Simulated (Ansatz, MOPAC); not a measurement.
Species: BH2S3 (charge 0, doublet). SMILES: SB([S])S

Atoms: S1, B2, S3, S4, H5, H6. Bonds: S1-B2, B2-S3, B2-S4, S3-H5, S4-H6.

Bond lengths (Å) and angles (degrees) optimised at PM6 with MOPAC; MNDO with MOPAC; HF/STO-3G with Ansatz (a quantum-chemistry and plane-wave program); PBE/6-31G* with Ansatz; B3LYP/6-31G* with Ansatz; MP2/6-31G* with Ansatz, each started from the B3LYP-D3(BJ)/def2-TZVP structure (Ansatz) of the last column. A row stands for all coordinates that are equal there. 6-31G* holds six Cartesian d functions. No wavenumbers were computed at MNDO, HF/STO-3G, PBE/6-31G*, MP2/6-31G*, so these may be saddle points.

```csv
coordinate,PM6,MNDO,HF/STO-3G,PBE/6-31G*,B3LYP/6-31G*,MP2/6-31G*,B3LYP-D3(BJ)/def2-TZVP
S1-B2,1.754,1.672,1.758,1.778,1.784,1.785,1.770
B2-S3,1.790,1.709,1.784,1.834,1.830,1.811,1.818
S3-H5,1.351,1.305,1.330,1.360,1.350,1.342,1.344
S1-B2-S3,122.8,123.1,121.9,122.5,122.3,122.1,122.1
S3-B2-S4,114.4,113.9,116.2,115.0,115.3,115.7,115.8
B2-S3-H5,101.4,103.4,97.9,97.7,98.1,97.7,97.7
```

Mean signed difference of all 5 bond lengths from B3LYP-D3(BJ)/def2-TZVP: PM6 -0.012 Å, MNDO -0.079 Å, HF/STO-3G -0.022 Å, PBE/6-31G* 0.014 Å, B3LYP/6-31G* 0.010 Å, MP2/6-31G* -0.001 Å.
